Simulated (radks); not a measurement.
Fractional charge and spin in the 6s shell of bismuth: the spin-up occupation runs from 0 to 1 and the spin-down occupation from 0 to 1; the fullest corner is Bi2+, [Xe] 4f14 5d10 6p(up 0.5, down 0.5) 6s(up 1, down 1). Calculated with a radial shooting solver on a logarithmic mesh with Libxc functionals: scalar-relativistic Kohn-Sham, r2SCAN, spin-polarised, spherical densities, finite nucleus; meta-GGA in the generalised Kohn-Sham scheme; Fermi nuclear charge, rms radius of each element as measured or else 0.836 A^(1/3) + 0.57 fm. Energy (eV) above the fullest corner. The planes named below are the two flat planes that join the four corners, with an edge along up + down = one added electron.

down \ up       0    0.25     0.5    0.75       1
0          82.287  69.712  57.738  46.363  35.570
0.25       69.712  57.857  46.594  35.920  25.822
0.5        57.738  46.594  36.030  26.050  16.644
0.75       46.363  35.920  26.050  16.761   8.041
1          35.570  25.822  16.644   8.041   0.000

Corners above the fullest one (they belong to Bi3+ and the next ion): (up 1, down 0) 35.570 eV, (up 0, down 1) 35.570 eV, (up 0, down 0) 82.287 eV. With half an added electron in each spin the energy lies 0.460 eV from the planes, and with half an added electron in spin up alone -1.190 eV. The planes are only a guide here: the flat-plane condition holds for ground states with one frontier orbital, while this shell lies below other occupied shells, so the corners above the fullest one are inner-hole states and not the ground states of those ions.
